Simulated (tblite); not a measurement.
Record of a relaxation.

Compound: C7H12AsN.
Numbering: `[N:1]#[C:2][CH2:3][C@@H:4]1[CH2:5][CH2:6][CH2:7][CH2:8][AsH:9]1` (hydrogens: H10, H11 on C3; H12 on C4; H13, H14 on C5; H15, H16 on C6; H17, H18 on C7; H19, H20 on C8; H21 on As9)

Computed with GFN2-xTB (tblite), gas phase: L-BFGS steps from a force-field or distance-geometry start until the largest atomic force falls under 0.01 eV/Å. 6 of its 113 geometries are shown.

Step 0: E = -715.8105 eV, largest atomic force 3.702 eV/Å
```
atom  x, y, z in Å  |  force x, y, z in eV/Å
N1      4.192   -0.489   -0.655   -2.635   1.730   0.591
C2      3.248    0.164   -0.423    2.671  -1.794  -0.656
C3      2.113    0.970   -0.090    0.347   0.991   0.538
C4      0.989    0.229    0.578   -0.038  -0.297  -0.174
C5      0.429   -0.916   -0.211    0.340  -1.286  -0.116
C6     -0.832   -1.371    0.519    0.240  -0.064   0.664
C7     -2.026   -0.750   -0.163   -0.527  -1.132  -0.983
C8     -2.211    0.694    0.203   -0.120   0.962  -1.109
As9    -0.546    1.411    0.968   -0.171   1.471   3.393
H10     1.706    1.486   -0.968    0.315  -0.015  -0.128
H11     2.441    1.736    0.663    0.036  -0.216  -0.645
H12     1.320   -0.172    1.571   -0.111   0.288  -0.547
H13     0.151   -0.635   -1.235    0.376   0.041   0.102
H14     1.157   -1.755   -0.268   -0.208   0.411  -0.117
H15    -0.783   -0.934    1.536   -0.119  -0.559   0.002
H16    -0.897   -2.460    0.624   -0.083   0.191  -0.251
H17    -2.921   -1.356    0.066    0.138   0.346  -0.213
H18    -1.817   -0.817   -1.257   -0.565  -0.169   0.518
H19    -2.458    1.279   -0.712   -0.288  -0.223   0.532
H20    -3.007    0.840    0.963    0.432   0.006  -0.400
H21    -0.254    2.862    0.444   -0.029  -0.683  -0.999
```

Step 22: E = -716.9224 eV, largest atomic force 0.161 eV/Å
```
atom  x, y, z in Å  |  force x, y, z in eV/Å
N1      4.039   -0.520   -0.622    0.076  -0.063  -0.026
C2      3.175    0.190   -0.384   -0.056   0.063   0.054
C3      2.070    1.055   -0.066    0.014   0.010   0.019
C4      0.965    0.289    0.673   -0.064   0.034  -0.003
C5      0.459   -0.904   -0.128    0.038  -0.041   0.001
C6     -0.839   -1.459    0.459    0.001  -0.012  -0.021
C7     -2.042   -0.742   -0.140   -0.051   0.029   0.016
C8     -2.111    0.741    0.249    0.025   0.085  -0.025
As9    -0.520    1.556    1.185   -0.061   0.097  -0.113
H10     1.679    1.478   -0.999    0.012  -0.018   0.004
H11     2.434    1.878    0.562    0.010  -0.014  -0.041
H12     1.390   -0.085    1.617   -0.065  -0.012  -0.039
H13     0.283   -0.608   -1.168    0.005  -0.004   0.026
H14     1.223   -1.686   -0.142    0.069   0.016   0.004
H15    -0.847   -1.329    1.549    0.053  -0.020  -0.042
H16    -0.916   -2.527    0.251   -0.009  -0.027  -0.031
H17    -2.952   -1.252    0.181   -0.059   0.023   0.041
H18    -1.999   -0.833   -1.229    0.039  -0.032   0.049
H19    -2.294    1.346   -0.641   -0.044   0.013   0.011
H20    -2.964    0.912    0.916    0.053  -0.051   0.008
H21    -0.244    2.516    0.033    0.014  -0.075   0.108
```

Step 45: E = -716.9470 eV, largest atomic force 0.167 eV/Å
```
atom  x, y, z in Å  |  force x, y, z in eV/Å
N1      4.099   -0.575   -0.447   -0.049   0.024   0.042
C2      3.229    0.147   -0.272    0.015  -0.029  -0.026
C3      2.120    1.042   -0.061   -0.026  -0.006   0.033
C4      0.941    0.330    0.624   -0.055   0.061   0.043
C5      0.464   -0.881   -0.173    0.056   0.038   0.029
C6     -0.829   -1.473    0.394    0.048   0.082  -0.020
C7     -2.065   -0.728   -0.104    0.008   0.001  -0.011
C8     -2.150    0.747    0.315   -0.010   0.018   0.010
As9    -0.521    1.653    1.070    0.008  -0.058  -0.033
H10     1.823    1.446   -1.037   -0.067  -0.050   0.032
H11     2.471    1.880    0.556   -0.044  -0.020   0.023
H12     1.292   -0.034    1.602    0.012  -0.024  -0.051
H13     0.318   -0.606   -1.224   -0.058  -0.019   0.050
H14     1.252   -1.640   -0.141   -0.001  -0.007  -0.068
H15    -0.798   -1.433    1.492    0.024  -0.044  -0.097
H16    -0.906   -2.523    0.088   -0.020   0.142   0.085
H17    -2.949   -1.251    0.273   -0.013   0.005  -0.060
H18    -2.093   -0.792   -1.195    0.052  -0.048   0.031
H19    -2.490    1.343   -0.537    0.027   0.011   0.069
H20    -2.919    0.862    1.086    0.028  -0.055   0.032
H21    -0.300    2.506   -0.156    0.065  -0.023  -0.112
```

Step 67: E = -717.2403 eV, largest atomic force 0.151 eV/Å
```
atom  x, y, z in Å  |  force x, y, z in eV/Å
N1      4.108   -0.714    0.278   -0.073   0.073   0.047
C2      3.276    0.063    0.168    0.018  -0.079  -0.072
C3      2.204    1.012    0.011    0.025   0.030   0.034
C4      0.860    0.441    0.498    0.047   0.095  -0.025
C5      0.444   -0.761   -0.339    0.042   0.024   0.056
C6     -0.803   -1.431    0.231    0.019  -0.044   0.003
C7     -2.068   -0.633   -0.071   -0.043  -0.038  -0.030
C8     -2.122    0.720    0.624    0.017   0.130  -0.016
As9    -0.522    1.883    0.400   -0.036  -0.077  -0.078
H10     2.139    1.284   -1.051   -0.041  -0.040   0.035
H11     2.458    1.920    0.572    0.000   0.004   0.040
H12     0.968    0.135    1.549    0.029   0.005  -0.078
H13     0.234   -0.425   -1.364    0.069  -0.120   0.061
H14     1.272   -1.480   -0.382   -0.075  -0.001   0.020
H15    -0.699   -1.547    1.314    0.033   0.019  -0.010
H16    -0.888   -2.437   -0.191   -0.096   0.052  -0.054
H17    -2.937   -1.222    0.240   -0.031  -0.007  -0.010
H18    -2.154   -0.480   -1.151    0.075  -0.039  -0.040
H19    -2.983    1.284    0.237    0.066  -0.049   0.120
H20    -2.284    0.590    1.702    0.063  -0.009  -0.062
H21    -0.512    1.816   -1.119   -0.109   0.069   0.059
```

Step 90: E = -717.2842 eV, largest atomic force 0.047 eV/Å
```
atom  x, y, z in Å  |  force x, y, z in eV/Å
N1      4.045   -0.730    0.437    0.032  -0.022  -0.003
C2      3.243    0.058    0.227   -0.036   0.027   0.013
C3      2.202    1.026   -0.003    0.000   0.003  -0.013
C4      0.833    0.481    0.439    0.004   0.010  -0.002
C5      0.463   -0.778   -0.339    0.010   0.007   0.007
C6     -0.814   -1.433    0.181    0.008   0.003   0.003
C7     -2.063   -0.595   -0.082    0.005   0.006  -0.002
C8     -2.069    0.719    0.686   -0.021   0.006   0.011
As9    -0.550    1.914    0.264    0.017   0.000   0.011
H10     2.182    1.279   -1.069   -0.003  -0.013  -0.010
H11     2.446    1.935    0.562   -0.009   0.001  -0.010
H12     0.897    0.230    1.506   -0.003  -0.013  -0.006
H13     0.334   -0.532   -1.399    0.003   0.014   0.007
H14     1.284   -1.499   -0.268   -0.001  -0.013   0.009
H15    -0.716   -1.613    1.255   -0.003  -0.007   0.002
H16    -0.933   -2.403   -0.308   -0.006  -0.005   0.006
H17    -2.944   -1.180    0.201    0.001   0.003  -0.013
H18    -2.135   -0.389   -1.155    0.004  -0.004  -0.007
H19    -3.002    1.257    0.489   -0.009   0.008  -0.007
H20    -2.039    0.525    1.764    0.009  -0.016   0.006
H21    -0.675    1.747   -1.236    0.000   0.004  -0.002
```

Step 112: E = -717.2865 eV, largest atomic force 0.009 eV/Å
```
atom  x, y, z in Å  |  force x, y, z in eV/Å
N1      4.063   -0.704    0.423   -0.003   0.008  -0.001
C2      3.249    0.071    0.213    0.005  -0.002   0.000
C3      2.194    1.022   -0.024    0.002  -0.001   0.003
C4      0.840    0.473    0.453    0.004  -0.007  -0.002
C5      0.465   -0.788   -0.318    0.000  -0.001  -0.002
C6     -0.822   -1.434    0.190   -0.001   0.002  -0.005
C7     -2.059   -0.588   -0.099   -0.002   0.001   0.002
C8     -2.078    0.714    0.690    0.000   0.000  -0.001
As9    -0.545    1.908    0.311    0.003  -0.002   0.001
H10     2.152    1.243   -1.097    0.001  -0.004  -0.002
H11     2.438    1.950    0.508   -0.002   0.003   0.002
H12     0.929    0.219    1.519   -0.001   0.002  -0.001
H13     0.347   -0.544   -1.381    0.000   0.001   0.003
H14     1.281   -1.514   -0.237   -0.003   0.001   0.002
H15    -0.741   -1.607    1.266   -0.002   0.001  -0.002
H16    -0.939   -2.406   -0.294   -0.001  -0.001  -0.002
H17    -2.952   -1.171    0.147    0.000  -0.001   0.000
H18    -2.097   -0.366   -1.171    0.000  -0.003   0.004
H19    -3.004    1.260    0.484    0.000  -0.001   0.001
H20    -2.068    0.498    1.764    0.001   0.005  -0.002
H21    -0.662    1.781   -1.194   -0.002  -0.001   0.002
```

**Question.** Summarise the path.

**Answer.** The energy falls by 34.04 kcal/mol from step 0 to step 112; nine tenths of that is first reached at step 58. It rises by more than 0.2 meV at steps 1 and 50. The largest force goes from 3.702 to 0.009 eV/Å. Among the bonds As9–H21 changes most, from 1.570 to 1.515 Å; the atoms move by 0.779 Å rms after alignment.

**Question.** Follow the three bonds and two angles with the largest change from start to end.

**Answer.** 
```csv
step,E above end (kcal/mol),largest force (eV/Å),As9–H21 (Å),C3–C4 (Å),N1≡C2 (Å),C8–As9–H21 (°),C4–As9–H21 (°)
0,34.04,3.702,1.570,1.504,1.171,111.4,110.0
5,16.27,0.596,1.559,1.525,1.145,100.7,100.4
10,11.19,0.520,1.492,1.538,1.146,94.9,95.1
15,9.47,0.273,1.514,1.538,1.143,92.6,93.8
19,8.66,0.133,1.505,1.538,1.144,92.1,93.5
24,8.29,0.088,1.518,1.534,1.144,93.1,94.0
29,8.17,0.069,1.514,1.534,1.143,93.5,93.4
34,8.13,0.048,1.512,1.534,1.144,93.8,93.6
39,8.06,0.068,1.518,1.534,1.143,94.2,93.8
44,7.90,0.181,1.513,1.538,1.144,94.2,94.7
49,7.10,0.302,1.519,1.544,1.145,92.8,94.8
54,5.48,0.329,1.536,1.542,1.146,94.2,93.5
58,3.22,0.389,1.521,1.542,1.147,94.0,90.9
63,1.59,0.175,1.512,1.536,1.143,95.1,89.7
68,0.95,0.144,1.518,1.536,1.144,95.2,91.3
73,0.43,0.143,1.517,1.538,1.144,95.4,93.8
78,0.19,0.072,1.519,1.536,1.144,94.9,94.5
83,0.09,0.057,1.514,1.538,1.144,94.4,94.0
88,0.06,0.041,1.514,1.537,1.144,94.6,93.8
93,0.04,0.023,1.514,1.538,1.144,94.7,93.5
97,0.03,0.024,1.514,1.537,1.144,94.7,93.7
102,0.02,0.028,1.515,1.538,1.144,94.6,93.7
107,0.00,0.015,1.514,1.538,1.144,94.5,93.8
112,0.00,0.009,1.515,1.538,1.144,94.6,93.7
```

The cost below is that of the whole relaxation. Time: 2.8 s. Hardware: one thread of an Intel Xeon at 2.50 GHz, no GPU, shared host with 64 logical CPUs at a one-minute load of 59.
